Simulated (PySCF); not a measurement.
**Spinor energies of W⁷¹⁺ (tungsten, charge +71)**

Start: [He] 2s1; 2s1/2 filled at m_j = +1/2. Calculated with PySCF 2.14 in an uncontracted even-tempered set (16 s from 59 bohr⁻², ratio 2.4; 13 p from 76 bohr⁻², ratio 2.4; 5 d from 240 bohr⁻², ratio 2.6; 4 f from 350 bohr⁻², ratio 2.6): generalised Hartree-Fock with the X2C-1e Hamiltonian and a Gaussian nucleus; one run each with spin-orbit coupling (SO) switched off, then screened by Boettger's factors.

```
spinor shell  electrons  ε, spin-free (eV)  ε, screened SO (eV)  weight of nominal j (screened SO)  rms radius, screened SO (bohr)
       1s1/2          2           -78923.3             -78923.3                              1.000                          0.0206
       2s1/2          1           -19713.1             -19713.1                              1.000                          0.0798
```

```json
{"quantity": "E (hartree)", "spin-free": "-6613.90150", "screened SO": "-6613.90150"}
{"quantity": "M_J", "spin-free": "1/2", "screened SO": "1/2"}
{"quantity": "⟨J²⟩", "spin-free": "0.750", "screened SO": "0.750"}
{"quantity": "⟨L²⟩", "spin-free": "0.000", "screened SO": "0.000"}
{"quantity": "⟨S²⟩", "spin-free": "0.750", "screened SO": "0.750"}
```

Each row is a mean over spinors that exchange with the open shell spreads, by up to 67.969 eV (1s1/2).

Breit and QED terms are absent; they matter most for the inner s and p1/2 levels.

Densities and radii are taken from the X2C orbitals without a picture-change correction, which distorts them close to the nucleus.

Without spin-orbit coupling the j labels of p, d and f shells carry no meaning; the spin-free column gives the mean over the occupied spinors of each nl shell.
